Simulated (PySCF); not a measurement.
Cl(2+): ionisation energy

Cl(2+) [Ne] 3s2 3p3 (4S) → Cl(3+) [Ne] 3s2 3p2 (3P), as a difference of total energies. Calculation: PySCF 2.14, in dyall-av3z (19s12p3d2f, 84 functions); scalar relativity by spin-free X2C-1e. Correlated levels: valence: [Ne] frozen; virtual orbitals above 40 to 60 times the deepest correlated orbital energy dropped. The calculations carry no spin-orbit coupling.

```
           method  ionisation energy (eV)
              UHF                  38.966
              LDA                  39.667
              PBE                  39.576
             PBE0                  39.659
           r2SCAN                  39.839
           revPBE                  39.549
            TPSSh                  39.672
          wB97M-V                  39.289
            M06-L                  39.869
    MP2 (valence)                  39.618
SCS-MP2 (valence)                  39.419
```

Problem. How much does correlation contribute at MP2 (valence)?

Solution. 39.618 − (38.966) = 0.652 eV, measured against UHF.

A first-order spin-orbit estimate (lowest level to lowest level, LS coupling) adds -0.101 eV.

Errors of the correlated levels include the incompleteness of this basis and the frozen core.

For comparison: 39.8 ± 0.11 eV (semi-empirical (NIST evaluation); NIST Atomic Spectra Database, ionization energies).
